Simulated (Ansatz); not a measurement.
`[CH3][SnH]([SiH3])[Cl]` + `COB(O)F` → `COB(F)O[SiH3]` + `[CH3][SnH2][Cl]`  (cleavage of the Si–Sn bond)

Gas-phase electronic energies from Ansatz, PBE0-D4/def2-TZVP geometries. CCSD(T)/CBS is the MP2 limit (def2-TZVPP, def2-QZVPP) plus CCSD(T) − MP2 in def2-TZVPP, frozen cores. DFT in def2-TZVPP. def2 core potentials past Kr. For Sn outer-core shells are correlated without core-valence functions, which leaves a few kJ/mol of doubt a bond. Each species was taken in one conformer, which may not be the lowest.

`[CH3][SnH]([SiH3])[Cl]`:

Cartesian coordinates in Å:
```
C -1.607 -0.258 1.149
Sn -0.431 -0.343 -0.628
Si 2.021 0.365 -0.381
Cl -1.377 1.279 -2.049
H -1.533 0.737 1.585
H -1.253 -0.997 1.869
H -2.646 -0.467 0.897
H -0.657 -1.823 -1.455
H 2.737 -0.601 0.495
H 2.076 1.715 0.235
H 2.670 0.394 -1.716
```

`COB(O)F`:

```xyz
9

C    -1.324    0.284   -0.149
O    -0.448   -0.699    0.367
B     0.889   -0.573    0.300
O     1.498    0.506   -0.265
F     1.627   -1.560    0.817
H    -1.950   -0.172   -0.918
H    -0.781    1.127   -0.578
H    -1.966    0.640    0.660
H     2.455    0.448   -0.234
```

`COB(F)O[SiH3]`:

Z-matrix (Å, degrees):
```
C
O 1 1.414
H 1 1.091 2 108.8
H 1 1.091 2 108.8 3 -118.4
H 1 1.091 2 111.7 3 120.8
B 2 1.352 1 123.0 3 -120.2
O 6 1.351 2 120.4 1 180.0
F 6 1.334 2 121.1 1 -0.1
Si 7 1.654 6 130.3 2 -0.0
H 9 1.481 7 106.4 6 -180.0
H 9 1.484 7 110.4 6 -60.7
H 9 1.484 7 110.4 6 60.8
```

`[CH3][SnH2][Cl]`:

Cartesian coordinates in Å:
```
C -0.203 1.077 -0.444
Sn 0.040 -0.935 0.201
Cl 1.431 -0.832 2.083
H 0.774 1.500 -0.678
H -0.835 1.112 -1.333
H -0.666 1.657 0.353
H -1.405 -1.660 0.740
H 0.864 -1.918 -0.922
```

Q: Is it downhill or uphill in electronic energy at CCSD(T)/CBS, and by how much? (Estimate.)

A: The calculation gave: Downhill: ΔE = -56.6 kJ/mol.

Q: What do these levels give: r2SCANh-D4, r2SCAN0-D4, B2PLYP, RPA@PBE/def2-TZVPP, SCS-MP2/def2-TZVPP, HF/CBS(def2)? (Best estimate.)

A: The calculation gave: r2SCANh-D4 -55.6, r2SCAN0-D4 -56.7, B2PLYP -62.3, RPA@PBE/def2-TZVPP -63.9, SCS-MP2/def2-TZVPP -67.6, HF/CBS(def2) -87.2 kJ/mol.

Largest T1 diagnostic among the species: 0.012.

Leaving LDA and LC-ωPBE aside and taking each functional with its dispersion term where it has one, the values, not all of them listed here, spread over 29.5 kJ/mol, from BHLYP-D4 to PBE-D4. LDA lies −3.4 kJ/mol from PBE without D4. In def2-TZVPP, CCSD(T) changes the Hartree–Fock value by +24.0 kJ/mol (the triples alone add +3.1 kJ/mol) and MP2 by +24.0 kJ/mol. At CCSD(T), def2-SVP lies +4.4 kJ/mol from the extrapolated value and def2-TZVPP −4.2 kJ/mol.
